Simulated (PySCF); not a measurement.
C4H12Sn, SMILES [CH3][Sn]([CH3])([CH3])[CH3].

Coordinates come from a PBE0-D3(BJ)/def2-SVP optimisation. The isomer is the one that the SMILES or the coordinates give; other isomers of the formula were not compared. The def2 effective core potentials stand for the cores of Sn; spin–orbit coupling is left out.

These are PySCF with TDA-PBE/def2-SVPD values and carry that method's errors.

Vertical excitations; the highest root listed may be one member of a degenerate set.  State labels are in the subgroup D2.

Computed UV-visible absorptions:
```json
[
 {"state": "S1", "symmetry": "B3", "energy (eV)": "6.11", "λ (nm)": "203", "f": "0.040", "main pairs": "HOMO→LUMO (degenerate set)"},
 {"state": "S2", "symmetry": "B2", "energy (eV)": "6.11", "λ (nm)": "203", "f": "0.040", "main pairs": "HOMO−1→LUMO (degenerate set)"},
 {"state": "S3", "symmetry": "B1", "energy (eV)": "6.11", "λ (nm)": "203", "f": "0.040", "main pairs": "HOMO−2→LUMO (degenerate set)"},
 {"state": "S4", "symmetry": "B2", "energy (eV)": "6.98", "λ (nm)": "178", "f": "0.000", "main pairs": "HOMO→LUMO+1, HOMO−2→LUMO+3 (degenerate set)"},
 {"state": "S5", "symmetry": "B3", "energy (eV)": "6.98", "λ (nm)": "178", "f": "0.000", "main pairs": "HOMO−1→LUMO+1, HOMO−2→LUMO+2 (degenerate set)"},
 {"state": "S6", "symmetry": "B1", "energy (eV)": "6.98", "λ (nm)": "178", "f": "0.000", "main pairs": "HOMO→LUMO+2, HOMO−1→LUMO+3 (degenerate set)"},
 {"state": "T1", "symmetry": "B3", "energy (eV)": "5.93", "λ (nm)": "209", "f": "0", "main pairs": "HOMO→LUMO (degenerate set)"},
 {"state": "T2", "symmetry": "B2", "energy (eV)": "5.93", "λ (nm)": "209", "f": "0", "main pairs": "HOMO−1→LUMO (degenerate set)"}
]
```
Triplets are in the Tamm–Dancoff approximation.
